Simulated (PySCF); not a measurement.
A GIAO shielding run with PySCF 2.14.0 with density-fitted response routines (density fitting, non-relativistic, gas phase) on `C=C[SiH2]SC(=C)C`, C5H10SSi:

```
$ OMP_NUM_THREADS=1 python probes_run.py task.json out

{"job": {"kind": "nmr", "xc": "PBE0", "basis": "pcSseg-1"}, "charge": 0, "multiplicity": 1}
C      3.342044     0.615699     0.756983
C      2.926982    -0.563303     0.320272
Si     1.147325    -1.026266    -0.047516
S     -0.020050     0.728702     0.404312
C     -1.719319     0.263851     0.198156
C     -2.125932    -0.885910    -0.316356
C     -2.649815     1.338573     0.661813
H      4.382233     0.829058     0.952646
H      2.650041     1.422177     0.939802
H      3.657651    -1.344512     0.150759
H      0.976625    -1.357870    -1.462442
H      0.682049    -2.111809     0.814934
H     -1.452911    -1.650920    -0.659370
H     -3.178227    -1.094522    -0.412917
H     -2.500171     2.239148     0.067906
H     -3.684526     1.017920     0.570674
H     -2.440997     1.592013     1.699896
```

Hardware: 1 thread of an Arm Neoverse V1, shared host. The job also computes population analyses, field gradients.

**Question.** How large is the calculation?

**Answer.** 70 electrons, 183 basis functions and 993 auxiliary functions.

**Question.** How long does it take, and how much memory does it need?

**Answer.** 30 s of wall time, with 13 SCF cycles and 5 response iterations; peak memory 0.76 GiB. Times on a shared host scatter by some tens of per cent.
